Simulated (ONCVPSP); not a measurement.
Reading a pseudo-wave (phosphorus (P))

Columns: radius, all-electron u(r) and pseudo u(r) of the 3s shell (level -13.90 eV) of phosphorus in the configuration [Ne] 3s2 3p3; PBE, non-relativistic, ONCV scheme, ONCVPSP 4.0.1.

| r (bohr) | all-electron | pseudo |
| --- | --- | --- |
| 0.075 | 0.1766 | 0.0093 |
| 0.150 | -0.0354 | 0.0208 |
| 0.225 | -0.2428 | 0.0366 |
| 0.300 | -0.3542 | 0.0583 |
| 0.375 | -0.3707 | 0.0870 |
| 0.450 | -0.3171 | 0.1233 |
| 0.525 | -0.2191 | 0.1672 |
| 0.600 | -0.0980 | 0.2182 |
| 0.675 | 0.0316 | 0.2751 |
| 0.750 | 0.1595 | 0.3366 |
| 0.825 | 0.2792 | 0.4007 |
| 0.900 | 0.3872 | 0.4654 |
| 0.975 | 0.4817 | 0.5286 |
| 1.050 | 0.5621 | 0.5880 |
| 1.125 | 0.6290 | 0.6419 |
| 1.200 | 0.6829 | 0.6884 |
| 1.275 | 0.7249 | 0.7267 |
| 1.350 | 0.7557 | 0.7561 |
| 1.425 | 0.7764 | 0.7764 |
| 1.500 | 0.7881 | 0.7881 |
| 1.575 | 0.7921 | 0.7921 |
| 1.650 | 0.7894 | 0.7894 |
| 1.725 | 0.7810 | 0.7810 |
| 1.800 | 0.7679 | 0.7679 |
| 1.875 | 0.7510 | 0.7510 |
| 1.950 | 0.7310 | 0.7310 |

How many radial nodes do the two functions have?

The all-electron 3s function has n − l − 1 = 2; the pseudo-wave has 0, since the states of the same l below it are removed with the core.

At about which radius was the pseudo-wave matched?

1.50 bohr. The columns agree to 0.0005 from 1.35 bohr on; several derivatives are matched, so the curves merge somewhat inside the radius.

Is the pseudo-wave norm-conserving?

Yes: the ONCV scheme keeps the norm inside the radius equal to the all-electron one, which fixes the energy derivative of the logarithmic derivative at the level.
